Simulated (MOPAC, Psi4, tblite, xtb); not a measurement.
Dimer C2H4 ··· CS2 (SMILES C=C and S=C=S) at R = 3.40 Å between the centres of mass, closest contact 3.44 Å (lowest of the rigid-body minima from ten starts at GFN2-xTB). Geometry in Å and degrees:

```
C
C 1 1.3246
H 2 1.0833 1 121.73
H 1 1.0833 2 121.73 3 -180.00
H 2 1.0833 3 116.54 1 -180.00
H 1 1.0833 4 116.53 2 180.00
C 1 3.4391 4 101.55 6 93.03
S 7 1.5527 1 93.94 4 -167.28
S 7 1.5527 1 86.07 4 12.72
```

GFN2-xTB (tblite); SAPT0/jun-cc-pVDZ, frozen core (Psi4); PBE0/def2-TZVP, counterpoise-corrected (Psi4); PBE0-D3(BJ)/def2-TZVP, counterpoise-corrected (Psi4); PBE/def2-TZVP, counterpoise-corrected (Psi4); PBE-D3(BJ)/def2-TZVP, counterpoise-corrected (Psi4); HF/aug-cc-pVDZ, counterpoise-corrected (Psi4); MP2/aug-cc-pVDZ = DF-MP2/aug-cc-pVDZ, frozen core, counterpoise-corrected (Psi4 1.11); SCS-MP2/aug-cc-pVDZ = Psi4 1.11 with DF-SCS-MP2/aug-cc-pVDZ, frozen core, counterpoise-corrected; PM3, restricted, heats of formation (MOPAC); PM6, restricted, heats of formation (MOPAC); GFN1-xTB (xtb).

Question: What interaction energy does each level give?

Answer: 
```json
[
 {"method": "GFN2-xTB", "E_int / kJ/mol": "-7.43"},
 {"method": "MP2/aug-cc-pVDZ", "E_int / kJ/mol": "-4.96"},
 {"method": "GFN1-xTB", "E_int / kJ/mol": "-4.90"},
 {"method": "PBE0-D3(BJ)/def2-TZVP", "E_int / kJ/mol": "-4.44"},
 {"method": "PBE-D3(BJ)/def2-TZVP", "E_int / kJ/mol": "-4.32"},
 {"method": "SCS-MP2/aug-cc-pVDZ", "E_int / kJ/mol": "-1.48"},
 {"method": "SAPT0/jun-cc-pVDZ", "E_int / kJ/mol": "-1.19"},
 {"method": "PM6", "E_int / kJ/mol": "0.14"},
 {"method": "PBE0/def2-TZVP", "E_int / kJ/mol": "3.51"},
 {"method": "PBE/def2-TZVP", "E_int / kJ/mol": "3.59"},
 {"method": "PM3", "E_int / kJ/mol": "7.75"},
 {"method": "HF/aug-cc-pVDZ", "E_int / kJ/mol": "11.04"}
]
```
